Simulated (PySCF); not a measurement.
C₅H₄F₂O, SMILES C#C[C@@H]1COC1(F)F.

Coordinates come from a B3LYP-D3(BJ)/def2-SVP optimisation. The structure was generated by enumeration; whether it is a known compound was not checked.

Two levels are set side by side: TDA-PBE/def2-SVPD (PySCF) and TDA-ωB97X/def2-SVPD (PySCF). Vertical, same geometry. The lowest singlet is HOMO→LUMO 54 %, HOMO−1→LUMO 32 % with PBE and HOMO−1→LUMO+1 39 %, HOMO−1→LUMO 29 %, HOMO→LUMO 10 % with the other functional; states are paired by order. Differences are taken from unrounded values.

| quantity | TDA-PBE |
|---|---|
| lowest singlet excitation (eV) | 6.28 |
| lowest triplet excitation (TDA) (eV) | 5.20 |

**Question.** These are the TDA-PBE values. What does TDA-ωB97X give? (An estimate is asked for; the answer gives what the named calculation found.)

**Answer.** 
| quantity | TDA-ωB97X | TDA-PBE minus TDA-ωB97X |
|---|---|---|
| lowest singlet excitation (eV) | 6.44 | -0.16 |
| lowest triplet excitation (TDA) (eV) | 5.34 | -0.14 |

Rough cost on one machine, each run with all the roots and properties that it gave: TDA-ωB97X against TDA-PBE about 6 times.
